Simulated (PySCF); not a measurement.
# How methods differ on the ionisation energy of Mo

Mo [Kr] 4d5 5s1 (7S) → Mo⁺ [Kr] 4d5 (6S), as a difference of total energies. Calculation: PySCF 2.14, in x2c-TZVPPall; scalar relativity by spin-free X2C-1e. Correlated levels: valence: [Kr] frozen; valence and next inner shell: [Ar] 3d10 frozen. The calculations carry no spin-orbit coupling.

```csv
method,ionisation energy (eV)
UHF,6.255
LDA,7.716
PBE,7.452
PBE0,7.194
r2SCAN,7.476
LC-wPBE,6.809
MP2 (valence),6.786
SCS-MP2 (valence),6.432
MP2 (valence and next inner shell),7.092
SCS-MP2 (valence and next inner shell),6.711
```

Question: How much does correlation contribute at MP2 (valence and next inner shell)?

Answer: 7.092 − (6.255) = 0.837 eV, measured against UHF.

Errors of the correlated levels include the incompleteness of this basis and the frozen core.

For comparison: 7.092 eV (measured; NIST Atomic Spectra Database, ionization energies).
